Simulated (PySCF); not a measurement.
GaFClBr, SMILES [Br][Ga]([Cl])[F]. Atoms are numbered in the order given.

```xyz
4

Ga    -0.3226     0.4925     0.0000
F     -2.0204     0.8924     0.0000
Cl     1.0651     2.1087     0.0000
Br     0.2879    -1.6899     0.0000
```
Charge 0, spin multiplicity 1.

The structure is a stationary point at B3LYP-D3(BJ)/def2-SVP.

Level of theory: PySCF with B3LYP-D3(BJ)/def2-SVP.

Frequencies are harmonic and unscaled.

Computed normal modes with their intensities:
```json
[
 {"mode": "1", "ν (cm⁻¹)": "105", "IR (km/mol)": "3.5", "Raman (Å⁴/amu)": "2.3", "depolarisation": "0.70", "moving atoms (share of kinetic energy)": "Cl 44 %, Ga 26 %, Br 22 %, F 8 %"},
 {"mode": "2", "ν (cm⁻¹)": "147", "IR (km/mol)": "18.9", "Raman (Å⁴/amu)": "0.2", "depolarisation": "0.75", "moving atoms (share of kinetic energy)": "Ga 56 %, F 28 %, Cl 11 %"},
 {"mode": "3", "ν (cm⁻¹)": "167", "IR (km/mol)": "20.2", "Raman (Å⁴/amu)": "1.6", "depolarisation": "0.71", "moving atoms (share of kinetic energy)": "F 72 %, Cl 11 %, Br 11 %"},
 {"mode": "4", "ν (cm⁻¹)": "302", "IR (km/mol)": "18.8", "Raman (Å⁴/amu)": "9.3", "depolarisation": "0.14", "moving atoms (share of kinetic energy)": "Br 46 %, Ga 33 %, Cl 16 %"},
 {"mode": "5", "ν (cm⁻¹)": "446", "IR (km/mol)": "71.8", "Raman (Å⁴/amu)": "5.4", "depolarisation": "0.31", "moving atoms (share of kinetic energy)": "Cl 57 %, Ga 40 %"},
 {"mode": "6", "ν (cm⁻¹)": "720", "IR (km/mol)": "68.6", "Raman (Å⁴/amu)": "4.6", "depolarisation": "0.22", "moving atoms (share of kinetic energy)": "F 77 %, Ga 23 %"}
]
```
